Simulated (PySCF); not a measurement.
C2H7AlOS, SMILES C[O][AlH][S]C. Geometry optimised at ωB97X-D3(BJ)/def2-SVP. The structure was generated by enumeration; whether it is a known compound was not checked. Other conformers were not sampled.

### Question
Give the equilibrium geometry at ωB97X-D3(BJ)/def2-SVP (PySCF confirms it by a frequency run) as bond lengths and angles. (An estimate is asked for; the answer gives what the named calculation found.)

### Answer
Several could match; the one computed here: 
Atoms: Al1 H2 O3 C4 H5 H6 H7 S8 C9 H10 H11 H12. Bonds (Å): Al1–H2 1.576, Al1–O3 1.699, Al1–S8 2.161, O3–C4 1.397, C4–H5 1.107, C4–H6 1.105, C4–H7 1.105, S8–C9 1.832, C9–H10 1.098, C9–H11 1.099, C9–H12 1.099. Angles (°): H2–Al1–O3 122.4, H2–Al1–S8 121.7, O3–Al1–S8 115.9, Al1–O3–C4 138.1, O3–C4–H5 112.6, O3–C4–H6 110.5, O3–C4–H7 110.5, H5–C4–H6 107.7, H5–C4–H7 107.7, H6–C4–H7 107.6, Al1–S8–C9 101.3, S8–C9–H10 111.3, S8–C9–H11 108.8, S8–C9–H12 108.8, H10–C9–H11 109.4, H10–C9–H12 109.4, H11–C9–H12 109.1.
Charge 0, spin multiplicity 1.
